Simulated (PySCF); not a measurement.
SeHBr, SMILES [SeH]Br.

Geometry optimised at B3LYP-D3(BJ)/def2-TZVP.

Two levels are set side by side: PBE/def2-TZVPD (PySCF) and ωB97X/def2-TZVPD (PySCF). Same geometry, gas phase. Differences are taken from unrounded values.

```json
[
 {"quantity": "orbital gap (eV)", "ωB97X": "8.63", "PBE": "2.16", "PBE minus ωB97X": "-6.46"},
 {"quantity": "highest occupied level (eV)", "ωB97X": "-9.33", "PBE": "-5.86", "PBE minus ωB97X": "3.47"},
 {"quantity": "lowest empty level (eV)", "ωB97X": "-0.70", "PBE": "-3.70", "PBE minus ωB97X": "-3.00"},
 {"quantity": "dipole moment (D)", "ωB97X": "1.25", "PBE": "1.10", "PBE minus ωB97X": "-0.15"},
 {"quantity": "mean polarisability (bohr³)", "ωB97X": "52.6", "PBE": "53.9", "PBE minus ωB97X": "1.3"}
]
```

PBE's occupied levels lie high since its potential decays too fast outside the molecule; exact exchange lowers them and widens the gap. Differences between two approximate levels are no errors against the true value.

Rough cost on one machine, each run with all the roots and properties that it gave: ωB97X against PBE within a factor of 2.
